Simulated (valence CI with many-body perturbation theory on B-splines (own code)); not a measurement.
## Level structure of Bi LI

Calculated by valence CI with perturbative core correlation (CI+MBPT): five valence electrons over a frozen Dirac-Fock core [Ar] 3d10, a basis of 11 s, 11 p, 10 d, 8 f, 5 g, 2 h functions for each j, with the one-electron correlation potential Σ1 (screened to all orders), the two-electron term Σ2, the three-electron term Σ3, Breit, model QED; selected single and double excitations, second order for the rest, scaled by the run's own slope (own B-spline code, finite nucleus).

No measured spectrum was set against this ion. As an estimate, large intervals hold to a few tenths of a per cent, small ones and those within an open d or f shell to about a per cent. Among the levels kept, up to 2000 cm⁻¹ of a level comes from second order outside the variational space, and about a tenth of that is noise between levels of different J, which matters for small intervals.

Levels 136 to 169 of 169, with energies above the lowest level, (4s^2 4p1/2^2 4p3/2) J=3/2. "Leading %" is the weight of the configuration and term that name the level; weights of strongly mixed levels are sums over their largest components and can fall short. In the jj column 3d3/2^4 stands for four electrons in 3d with j = 3/2.

```
No.  Configuration  Term     J  E (eV)  Leading %                     Leading jj       g
136       4s4p²4d²    ²F   5/2  719.52         25  4s 4p1/2^2 4d3/2 4d5/2 (90 %)   1.072
137       4s4p²4d²    ⁴F   3/2  720.16         19  4s 4p1/2^2 4d3/2 4d5/2 (79 %)   1.048
138        4s4p³4d   ²F°   7/2  722.15         47  4s 4p1/2 4p3/2^2 4d5/2 (86 %)   1.180
139        4s4p³4d   ²D°   5/2  722.50         48  4s 4p1/2 4p3/2^2 4d5/2 (90 %)   1.248
140       4s4p²4d²    ²P   1/2  725.94         34  4s 4p1/2^2 4d3/2 4d5/2 (91 %)   1.204
141        4s4p³4d   ²D°   3/2  727.13         43  4s 4p1/2 4p3/2^2 4d5/2 (88 %)   1.072
142        4s4p³4d   ²S°   1/2  727.15         42  4s 4p1/2 4p3/2^2 4d5/2 (90 %)   1.165
143        4s4p³4f    ⁴F   7/2  729.39         25  4s 4p1/2^2 4p3/2 4f5/2 (85 %)   1.144
144        4s4p³4f    ⁴F   5/2  730.52         26  4s 4p1/2^2 4p3/2 4f5/2 (89 %)   1.064
145        4s4p³4f    ⁴D   3/2  732.90         31  4s 4p1/2^2 4p3/2 4f5/2 (86 %)   0.987
146        4s4p³4f    ⁴D   1/2  733.41         54  4s 4p1/2^2 4p3/2 4f5/2 (96 %)  -0.080
147        4s4p³4d   ²F°   5/2  733.54         35  4s 4p1/2 4p3/2^2 4d5/2 (88 %)   1.045
148        4s4p³4f    ⁴F   9/2  735.06         26  4s 4p1/2^2 4p3/2 4f7/2 (47 %)   1.255
149        4s4p³4d   ²P°   3/2  735.89         33  4s 4p1/2 4p3/2^2 4d5/2 (85 %)   1.151
150        4s4p³4f    ⁴G  11/2  740.13         48  4s 4p1/2^2 4p3/2 4f7/2 (96 %)   1.284
151        4s4p³4f    ²F   7/2  741.15         27  4s 4p1/2^2 4p3/2 4f7/2 (81 %)   1.187
152        4s4p³4f    ²G   9/2  741.64         16      4s 4p1/2^2 4d5/2^2 (43 %)   1.254
153        4s4p³4f    ²F   5/2  743.21         26  4s 4p1/2^2 4p3/2 4f7/2 (48 %)   0.977
154       4s²4p4d²   ⁴F°   3/2  745.06         26      4s^2 4p3/2 4d3/2^2 (83 %)   0.899
155       4s²4p4d²   ⁴D°   1/2  746.02         64      4s^2 4p3/2 4d3/2^2 (87 %)   0.271
156       4s²4p4d²   ⁴F°   5/2  746.10         33      4s^2 4p3/2 4d3/2^2 (85 %)   1.005
157       4s²4p4d²   ²G°   7/2  746.18         31      4s^2 4p3/2 4d3/2^2 (89 %)   1.058
158        4s4p³4f    ²F   5/2  748.39         20  4s 4p1/2^2 4p3/2 4f7/2 (44 %)   1.052
159        4s4p³4f    ⁴F   3/2  750.21         33  4s 4p1/2^2 4p3/2 4f5/2 (77 %)   0.817
160        4s4p³4f    ⁴H   7/2  751.36         15  4s 4p1/2^2 4p3/2 4f5/2 (60 %)   1.026
161        4s4p³4f    ²D   3/2  752.93         37  4s 4p1/2^2 4p3/2 4f7/2 (69 %)   0.864
162       4s²4p4d²   ²P°   3/2  755.45         29      4s^2 4p3/2 4d3/2^2 (86 %)   1.393
163        4s4p³4f    ²F   7/2  756.21         19  4s 4p1/2^2 4p3/2 4f7/2 (53 %)   1.117
164        4s4p³4f    ²D   5/2  758.01         10      4s 4p1/2^2 4d5/2^2 (56 %)   1.272
165        4s4p³4f    ²G   9/2  758.55         34  4s 4p1/2^2 4p3/2 4f7/2 (74 %)   1.120
166        4s4p³4f    ²G   9/2  764.63          9  4s 4p1/2^2 4p3/2 4f7/2 (41 %)   1.198
167       4s²4p4d²   ⁴G°   9/2  767.91         53  4s^2 4p3/2 4d3/2 4d5/2 (92 %)   1.181
168       4s²4p4d²   ²F°   7/2  769.49         29  4s^2 4p3/2 4d3/2 4d5/2 (89 %)   1.206
169        4s4p³4f    ²D   5/2  769.61         16  4s 4p1/2^2 4p3/2 4f7/2 (62 %)   1.227
```
